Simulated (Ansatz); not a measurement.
C3H4FI (`FC1(I)CC1`), relaxed with RKS PBE-D4/def2-SVP in Ansatz from a rough embedded geometry. The force threshold is 0.03 eV/Å; the program also tests the step.

The species carries charge 0 and has multiplicity 1. I: def2 effective core potential.

Start:

```xyz
9

F    -1.352    0.308   -1.432
C    -0.425   -0.386   -0.566
I    -0.239   -2.473   -0.793
C    -0.351    0.243    0.857
C     0.780    0.392   -0.192
H    -0.937    1.041    1.061
H    -0.127   -0.433    1.670
H     0.884    1.398   -0.600
H     1.766   -0.089   -0.006
```

```csv
step,energy (eV),largest force (eV/Å),largest move (Å)
1,-13980.9889,5.132,0.000
2,-13981.3333,1.634,0.133
3,-13981.4029,0.433,0.039
4,-13981.4102,0.078,0.017
5,-13981.4116,0.041,0.018
6 (rejected),-13981.4112,0.081,0.016
7,-13981.4121,0.005,0.007
```

End:

```xyz
9

F    -1.299    0.226   -1.390
C    -0.415   -0.344   -0.531
I    -0.291   -2.486   -0.842
C    -0.321    0.221    0.846
C     0.806    0.435   -0.173
H    -0.988    1.072    1.059
H    -0.141   -0.456    1.694
H     0.892    1.428   -0.641
H     1.758   -0.096   -0.022
```

It took 9 s on 4 threads of an Arm Neoverse V1 on a shared host, with 0.21 GiB of host memory at the peak.
